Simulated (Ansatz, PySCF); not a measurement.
W(O)2(OH)2 (H2O4W), SMILES [O]=[W](=[O])([OH])[OH], multiplicity 1.

Geometry optimised at r2SCAN-D4/def2-SVP. The spin state was assumed, not searched. The isomer is the one that the SMILES or the coordinates give; other isomers of the formula were not compared. The def2 effective core potentials stand for the cores of W; spin–orbit coupling is left out. The values are those of a single conformer.

Vertical ionisation energy (IE) and electron affinity (EA) in eV. Rows of orbital energies are one-electron estimates. Where ΔSCF, EOM or ADC give a negative EA the extra electron is unbound and the value depends on the basis.

| level | IE | EA |
|---|---|---|
| −ε(HOMO), −ε(LUMO), PBE/def2-TZVP (PySCF) | 7.28 | 2.42 |
| ΔSCF, PBE0/def2-TZVPD (Ansatz), final states of multiplicity 2 and 2 | 10.97 | -0.09 |

**Question.** What vertical singlet–triplet gap does ΔSCF give with PBE0/def2-TZVPD (Ansatz, a program for electronic structure)? (Estimate from the structure and the level; the computed values follow.)

**Answer.** 4.67 eV (triplet above singlet where positive).
